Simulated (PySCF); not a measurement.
Cl$_{2}$Se, charge +1, doublet, at a GFN2-xTB geometry (a state made from the parent by changing its charge; the spin is typed, not shown lowest). Base run: PBE0/6-31G run with PySCF.

Here is a job for PySCF.
```python
from pyscf import gto, scf, dft

mol = gto.Mole()
mol.atom = '''
    Se    0.00125977    0.00114573    0.64595924
    Cl    1.04566240    1.26466714   -0.65024613
    Cl   -1.04818193   -1.26695861   -0.64167234
'''
mol.basis = '6-31g'
mol.charge = 1
mol.spin = 1
mol.verbose = 4
mol.symmetry = True
mol.build()

mf = dft.UKS(mol)
mf.xc = 'pbe0'
mf.kernel()
mf.analyze()
```

Variants of this job, named by their change:

```
change                                                     ΔE vs base (mEh)  point group used  SCF cycles
---------------------------------------------------------  ----------------  ----------------  ----------
base                                                                  0.000               C2v          10
symmetry = off                                                        0.000                C1          10
symmetry_subgroup = Cs                                                0.000                Cs          10
irrep_nelec = A1:(16, 15) A2:(2, 3) B1:(6, 5) B2:(10, 10)             195.0               C2v           9
irrep_nelec = A1:(16, 15) A2:(3, 3) B1:(5, 5) B2:(10, 10)             121.3               C2v          11
symmetry_subgroup = C2                                                0.000                C2          10
irrep_nelec = A1:(15, 15) A2:(3, 3) B1:(5, 5) B2:(11, 10)             143.2               C2v          11
irrep_nelec = A1:(15, 15) A2:(2, 3) B1:(7, 5) B2:(10, 10)             591.6               C2v          10
```

Open shells are given as the SCF converged; they aren't shown to be the lowest states, and a large step between rows can be another state.
